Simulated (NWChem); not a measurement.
CuF; SMILES [F][Cu]

```xyz
2

Cu     0.0000     0.0000    -0.4237
F      0.0000     0.0000     1.3263
```
Atoms are numbered in this order, from 1.

Geometry: optimised at PBE0/def2-SVP.

Problem. List the 6 lowest vertical singlet excitations from LRC-wPBEh/aug-cc-pVDZ, TDA (NWChem).

Solution. 
```
state  energy (eV)  oscillator strength  leading excitation (squared amplitude)
-----  -----------  -------------------  --------------------------------------
S1            2.49                0.008                    HOMO−2 → LUMO (0.88)
S2            2.49                0.008                    HOMO−1 → LUMO (0.88)
S3            2.64                0.004                      HOMO → LUMO (0.92)
S4            2.87                0.000                    HOMO−3 → LUMO (0.95)
S5            2.87                0.000                    HOMO−4 → LUMO (0.95)
S6            5.46                0.004                    HOMO−6 → LUMO (0.58)
```
